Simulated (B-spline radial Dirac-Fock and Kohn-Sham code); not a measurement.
**What relativity does to the binding energies of Cu³⁺**

System: Cu³⁺, [Ar] 3d8.

Both columns are ΔSCF binding energies of the configuration average from a radial finite-basis atomic code: non-relativistic Hartree-Fock with a point nucleus, and Dirac-Fock with a finite nucleus and the Coulomb interaction alone, averaged over the two j levels with weights 2j+1.

```tsv
shell	Hartree-Fock (eV)	Dirac-Fock (eV)	shift (eV)	shift (%)
1s	8951.8	9055.8	+104.07	+1.16
2s	1139.7	1162.4	+22.69	+1.99
2p	996.3	1001.1	+4.83	+0.48
3s	179.4	183.2	+3.76	+2.09
3p	133.1	134.0	+0.90	+0.68
3d	57.49	57.08	-0.41	-0.71
```

Relativity binds 1s, 2s, 2p, 3s, 3p more strongly, among those listed most of all 3s in relative terms, and 3d more weakly, because the contracted s and p shells screen the nucleus better.

Values without a named source are computed, but for edge energies of neutral atoms, which are taken from tables.
